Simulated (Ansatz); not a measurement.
System: GaHF2, charge 0, singlet. GaHF2 (SMILES [F][GaH][F]).
B3LYP-D3(BJ)/def2-TZVP minimum from Ansatz (a quantum-chemistry and plane-wave program):
```
Ga
F 1 1.7505
F 1 1.7505 2 111.89
H 1 1.5364 2 124.06 3 -180.00
```

Total energies in hartree (Ansatz). Radicals and triplets start from unrestricted determinants; spin-orbit coupling is neglected. Correlated methods leave the cores frozen (noble-gas shells, and filled d and f shells in the p block). No relativity. Where a partner has so few electrons that a lower coupled-cluster level is exact, that level stands in.

| species | HF/cc-pVTZ | CCSD(T)/cc-pVTZ | HF/cc-pVQZ | CCSD(T)/cc-pVQZ | CCSDT(Q)/cc-pVTZ |
|---|---|---|---|---|---|
| 1: GaHF2 (SMILES [F][GaH][F]) | -2122.90661 | -2123.51697 | -2122.93038 | -2123.59387 | -2123.51788 |
| 2: Ga (doublet) | -1923.26189 | -1923.30928 | -1923.26422 | -1923.31345 | -1923.30958 |
| 3: H (doublet) | -0.49981 | -0.49981 | -0.49995 | -0.49995 | -0.49981 |
| 4: F (doublet) | -99.40552 | -99.62036 | -99.41377 | -99.65026 | -99.62061 |

Task: Work out the atomisation energy (electronic, to ground-state atoms) in kJ/mol: take Hartree-Fock from cc-pVQZ, extrapolate the CCSD(T) correlation energy as X^-3 (X = 3, 4), and add CCSDT(Q) - CCSD(T) in cc-pVTZ. 1 hartree = 2625.5 kJ/mol.

Result: 
Species 1: correlation (64·(-0.66349) - 27·(-0.61036))/37 = -0.70226; step -0.00091; E1 = -2122.93038 + (-0.70226) + (-0.00091) = -2123.63355
Species 2: correlation (64·(-0.04923) - 27·(-0.04739))/37 = -0.05057; step -0.00030; E2 = -1923.26422 + (-0.05057) + (-0.00030) = -1923.31509
Species 3: correlation (64·(0.00000) - 27·(0.00000))/37 = 0.00000; step +0.00000; E3 = -0.49995 + (0.00000) + (+0.00000) = -0.49995
Species 4: correlation (64·(-0.23649) - 27·(-0.21484))/37 = -0.25229; step -0.00025; E4 = -99.41377 + (-0.25229) + (-0.00025) = -99.66631
-1·E1 +1·E2 +1·E3 +2·E4 = 0.48589 hartree = 1275.7 kJ/mol.
